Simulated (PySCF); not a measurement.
A structure optimised at PBE0-D3(BJ)/def2-SVP, used in a PySCF frequency run:

```xyz
4

Si     0.4663     0.3860     0.0000
F     -0.3037     1.8072     0.0000
Cl    -0.1116    -0.6373    -1.6852
Cl    -0.1116    -0.6373     1.6852
```
Charge 0, spin multiplicity 2.

Problem. Write its SMILES, formula and point group.

Solution. F[Si](Cl)Cl, Cl₂FSi, Cs

Problem. What are its rotational constants (standard atomic weights)?

Solution. 4.8703, 2.4057, 1.7052 GHz
